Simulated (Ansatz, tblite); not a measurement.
Removing and adding an electron: InSn₉H₁₆, a doped cluster cut from the lattice of tin (In on a surface site). The state is a doublet with charge 0. Geometry: PBE-D4/def2-SVP. Ansatz, gas phase; energy differences of separate SCF runs; the oxidised species is a singlet (the triplet lies 0.38 eV higher at PBE0-D4/def2-TZVP); the reduced species is a singlet (the triplet lies 2.58 eV higher at PBE0-D4/def2-TZVP).

```xyz
26

Sn   -1.265    1.371   -2.238
Sn   -1.502    0.380    2.278
Sn    2.486    1.055    0.446
In    0.027   -2.944   -0.978
Sn    1.332    2.357   -1.770
Sn    0.999    1.573    2.781
Sn   -2.771    1.673    0.122
Sn   -1.120   -1.343   -2.973
Sn   -0.924   -2.335    1.740
Sn    2.481   -1.761    0.163
H    -1.992    2.374   -3.465
H    -2.511    0.418    3.700
H     4.155    1.527    0.638
H     0.216   -4.674   -1.189
H     1.328    4.063   -1.438
H     2.348    2.106   -3.158
H     0.855    3.279    3.072
H     1.764    0.861    4.167
H    -2.965    3.348    0.544
H    -4.364    1.009   -0.077
H    -2.741   -1.836   -3.379
H    -0.226   -1.392   -4.466
H    -2.349   -3.346    1.839
H     0.164   -2.933    2.958
H     3.668   -2.322   -0.995
H     2.906   -2.510    1.676
```

In the def2 sets In, Sn take a core potential; there is no spin–orbit coupling. The xTB rows come from tblite. Single mean-field runs in def2-TZVP are fitted with def2-universal-jkfit.

```
               level  −HOMO (eV)  vertical IE (eV)  −LUMO (eV)  vertical EA (eV)  HOMO–LUMO gap (eV)  IE − EA (eV)                                    remarks
            GFN1-xTB           –             11.26           –              7.86                   –          3.40                                          –
            GFN2-xTB           –             11.75           –              8.59                   –          3.17                                          –
    PBE-D4/def2-TZVP        5.48              7.28        4.99              3.32                0.49          3.96  restricted singlet, untested (+1 singlet)
r2SCANh-D4/def2-TZVP        6.09              7.55        4.68              3.34                1.41          4.20  restricted singlet, untested (+1 singlet)
   PBE0-D4/def2-TZVP        6.34              7.52        4.43              3.39                1.91          4.13  restricted singlet, untested (+1 singlet)
```

   HOMO and LUMO are the levels of the spin that leaves or enters (xTB has no such levels and no spin-polarisation term). Other spin states of the ions may lie lower, which would lower the ionisation energy or raise the affinity. Raw xTB energy differences between charge states are shifted by several eV; the methods need an empirical correction for them. Sets without diffuse functions give affinities that are too small.
